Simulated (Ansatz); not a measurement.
Correlation energies of `F[Si](Cl)(Cl)[GeH3]` by basis set

Cartesian coordinates in Å:
```
F 1.960 -0.991 -0.587
Si 0.375 -0.928 -0.492
Cl -0.342 -1.056 -2.395
Cl -0.227 -2.572 0.550
Ge -0.327 1.073 0.565
H 0.161 2.275 -0.254
H 0.259 1.128 1.982
H -1.859 1.071 0.632
```

Charge 0, multiplicity 1. Correlated methods include outer-core shells of Ge, which these sets cover unevenly. Scalar relativity is left out up to krypton. The geometry is a stationary point of PBE0-D4/def2-TZVP. Frozen core, restricted reference, the Gaussian-basis code of Ansatz.

```
     basis      HF (Eh)  MP2 corr.
  def2-SVP  -3383.92313   -0.77293
def2-TZVPP  -3384.74683   -1.00122
def2-QZVPP  -3384.82857   -1.33942
```

Estimate the CCSD correlation energy and the (T) correction in each basis where they were run (hartree).


```
     basis  CCSD corr.       (T)
  def2-SVP    -0.81237  -0.01855
def2-TZVPP    -1.04793  -0.03964
```
